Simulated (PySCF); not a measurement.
Atom-mapped SMILES (the numbers label the heavy atoms): `[CH2:1]=[C:2]([SiH3:3])/[CH:4]=[N:5]\[CH2:6][CH3:7]`. Hydrogens are named by the atom that carries them. Ha(C1) is cis to Si3; Hb(C1) is trans to Si3.

- GFN2-xTB structure
- σ from GIAO-PBE0/pcSseg-1
- program: PySCF 2.14.0 with density-fitted response routines
- single conformer, averaged over atoms made equivalent by symmetry, fast rotation or ring inversion, no solvent, relativity neglected

δ = σ(ref) − σ, references computed at the same level: ¹³C (σ = 186.93 ppm) and ¹H (σ = 31.72 ppm) and ²⁹Si (σ = 349.16 ppm) against TMS; ¹⁵N (σ = 267.73 ppm) against NH3.

```
 atoms  nucleus  count  δ (ppm)
    C2      ¹³C      1    148.9
 H(C6)       ¹H      2     3.82
Hb(C1)       ¹H      1     5.92
   Si3     ²⁹Si      1    -71.0
    C4      ¹³C      1        ?
H(Si3)       ¹H      3     4.18
    C1      ¹³C      1        ?
Ha(C1)       ¹H      1     6.20
    N5      ¹⁵N      1        ?
 H(C4)       ¹H      1     8.29
    C7      ¹³C      1     19.7
 H(C7)       ¹H      3     1.32
    C6      ¹³C      1        ?
```

Question: Fill in the missing shifts.

Answer: 
- C4: 165.9 ppm, C=N carbon
- C1: 140.1 ppm, terminal =CH2 carbon; as expected for a trigonal carbon in a double bond
- C6: 50.7 ppm, sp3 CH2 bonded to N; pulled downfield by the heteroatom
- N5: 395.8 ppm, imine nitrogen

Shifts are as computed. Against solution values, carbons near 30 ppm lie about +3 ppm off and those near 130 ppm about +5 ppm. Of 1211 compounds with measured shifts, 218 miss one by over three times the rms of a fit or turn the order of signals round; such compounds aren't used in these exercises. Experimental scales use liquid or dissolved standards, which lie at an offset from isolated NH3 (liquid NH3: subtract about 20 ppm). Unscaled 15N shifts of sp2 nitrogen come out 20 to 40 ppm too high even then.
